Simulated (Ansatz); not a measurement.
Program: Ansatz. Geometries: PBE0-D4/def2-TZVP. ΔE: electronic, gas phase. CCSD(T)/CBS adds triple-zeta CCSD(T) − MP2 to the extrapolated MP2 energy (def2 sets, frozen cores). This one scheme is used for every species. Functionals use def2-TZVPP. def2 core potentials past Kr. For In outer-core shells are correlated without core-valence functions, which leaves a few kJ/mol of doubt a bond. One conformer a species, not always the lowest.

`C[N](C)[In]([NH2])[OH]` + H₂ → `[NH2][InH][OH]` + `CNC`  (hydrogenolysis of the In–N bond)

`C[N](C)[In]([NH2])[OH]`:

Cartesian coordinates in Å:
```
C -1.349 0.355 -1.339
N -0.631 0.161 -0.111
C -1.496 -0.005 1.026
In 1.359 -0.102 -0.022
N 2.405 -0.383 1.679
O 2.420 0.160 -1.683
H -1.986 1.252 -1.297
H -2.009 -0.495 -1.578
H -0.666 0.483 -2.183
H -0.922 -0.123 1.948
H -2.150 0.871 1.162
H -2.154 -0.884 0.929
H 1.954 -0.957 2.379
H 3.339 -0.739 1.531
H 1.886 0.406 -2.441
```

H₂:

Cartesian coordinates in Å:
```
H 0.131 -0.061 0.344
H -0.131 0.061 -0.344
```

`[NH2][InH][OH]`:

Cartesian coordinates in Å:
```
N 0.483 1.333 -0.532
In -0.163 -0.178 0.614
O -0.134 -1.827 -0.500
H 0.471 1.202 -1.532
H 0.264 2.288 -0.300
H -0.558 -0.195 2.268
H -0.363 -2.623 -0.017
```

`CNC`:

Cartesian coordinates in Å:
```
C -0.779 0.670 -0.636
N 0.129 0.511 0.476
C 0.625 -0.839 0.604
H -1.081 1.715 -0.725
H -1.683 0.080 -0.456
H -0.363 0.346 -1.605
H 0.903 1.154 0.381
H -0.203 -1.510 0.851
H 1.349 -0.895 1.420
H 1.104 -1.230 -0.311
```

Is it downhill or uphill in electronic energy at CCSD(T)/CBS, and by how much? (Best estimate.)

Computed: Downhill: ΔE = -18.8 kJ/mol.

What do these levels give: LDA (SPW92), r2SCAN0-D4, B2PLYP, PBE-QIDH, PBE, CCSD(T)/def2-SVP? (An estimate is asked.)

The calculation gave: LDA (SPW92) -36.0, r2SCAN0-D4 -36.5, B2PLYP -32.3, PBE-QIDH -33.1, PBE -37.6, CCSD(T)/def2-SVP -26.6 kJ/mol.

Largest T1 diagnostic among the species: 0.016.

At CCSD(T), def2-SVP lies −7.9 kJ/mol from the extrapolated value and def2-TZVPP −4.8 kJ/mol. The D4 term adds +13.7 kJ/mol with B3LYP and +7.9 kJ/mol with PBE0; it sums over pairs of atoms, weighted by their polarisabilities, and B3LYP, whose exchange is more repulsive, gets the larger term.

B3LYP here is the variant with VWN-RPA as its local correlation; programs differ in this.
